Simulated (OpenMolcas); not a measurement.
Tl⁺: effect of the active space

```
Program             : OpenMolcas 26.06
Method              : CASSCF or its RAS form
Basis               : ANO-RCC-VTZP
Scalar Hamiltonian  : DKH2, point nucleus
Spin-orbit coupling : state interaction with AMFI integrals over the reference wave functions, term energies averaged over their components
```

A. 2 electrons in 4 orbitals (6s 6p); 2S+1 = 3 even, 3 roots; 2S+1 = 1 even, 7 roots; 2S+1 = 3 odd, 3 roots; 2S+1 = 1 odd, 3 roots; cost roughly 28 core-seconds
B. 2 electrons in 8 orbitals (6s 6p 7s 7p); 2S+1 = 3 even, 3 roots; 2S+1 = 1 even, 7 roots; 2S+1 = 3 odd, 3 roots; 2S+1 = 1 odd, 3 roots; cost roughly 21 core-seconds
C. 2 electrons in 9 orbitals (RAS2 6s 6p; RAS3 6d, at most 2 electrons); 2S+1 = 3 even, 3 roots; 2S+1 = 1 even, 7 roots; 2S+1 = 3 odd, 3 roots; 2S+1 = 1 odd, 3 roots; cost about 22 core-seconds

Energies in cm-1 above 6s2 1S0, the measured ground level; measured values from NIST Handbook of Basic Atomic Spectroscopic Data.

```tsv
Level	A	B	C	Measured
6s2 1S0	0.0	0.0	0.0	0.0
6s 6p 3P* 0	43199	44725	42886	49451
6s 6p 3P* 1	45976	47489	45577	52394
6s 6p 3P* 2	52834	54349	52518	61728
6s 6p 1P* 1	74733	76283	72277	75663
```

Deviations, from unrounded energies. A percentage is the sum of absolute deviations over the sum of measured energies, with the sign that they share, or ± where signs differ.

```
           Against measurement  Levels     A     B      C
mean absolute deviation (cm-1)       4  5600  4400   6500
      other configurations (%)       4  -9.4  ±7.4  -10.9
```

B lies closest to measurement on these levels and C furthest from it. The largest miss of B in the table is 6s 6p 3P* 2, by -7400 cm-1. The ranking rests on the paired levels alone, and a cruder setting can come out closer through cancelling errors.

Among A to C the level of the table that moves most is 6s 6p 1P* 1, by 4000 cm-1 (lowest in C, highest in B).

Spin-orbit splittings of 6p shells tend to come out small when the coupling is added on scalar orbitals. The run also gave levels led by 6s 7s, which use shells meant for correlation; these and all levels above them are left out (holds for B). Active for correlation alone: 6d; no level in the range computed is led by a configuration that fills it, so any true level of that kind is missing (holds for C). Computed and measured levels are paired by configuration, term and J; levels that our copy of the source lacks, or whose pairing is in doubt (as where it misses far off the trend of its configuration), stay unpaired and out of the deviations. Levels of configurations outside the active space are missing. Levels that lie high or do not pair safely by name in every column are left out.

* marks odd parity.
